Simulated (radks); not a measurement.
Values are calculated unless marked as measured or tabulated.
Valence configurations of Br (all share [Ar]). Level of theory: Dirac Kohn-Sham, PBE, spin-unpolarised, spherical densities, finite nucleus; open shells are shared between the two j in proportion to 2j + 1; Fermi nuclear charge, rms radius 4.1629 fm (a radial shooting solver on a logarithmic mesh with Libxc functionals). Energies are relative to 3d10 4s2 4p5; eigenvalues in eV.

valence,E (eV),e(3d3/2),e(3d5/2),e(4p1/2),e(4p3/2),e(4s1/2)
3d10 4s2 4p5,0.000,-67.337,-66.252,-8.195,-7.699,-20.128
3d10 4s1.5 4p5.5,6.156,-68.118,-67.032,-8.505,-7.999,-20.529
3d10 4s1 4p6,12.361,-68.883,-67.797,-8.807,-8.291,-20.918
3d9.5 4s2 4p5.5,30.767,-73.454,-72.340,-8.876,-8.337,-21.252
3d9.5 4s1.5 4p6,37.158,-74.209,-73.094,-9.177,-8.628,-21.637
3d9 4s2 4p6,64.290,-79.696,-78.554,-9.559,-8.975,-22.361

NIST lists [Ar] 3d10 4s2 4p5 as the ground configuration; this level of theory agrees among the configurations tried. The energies are those of spherical spin-averaged densities, not of single terms.
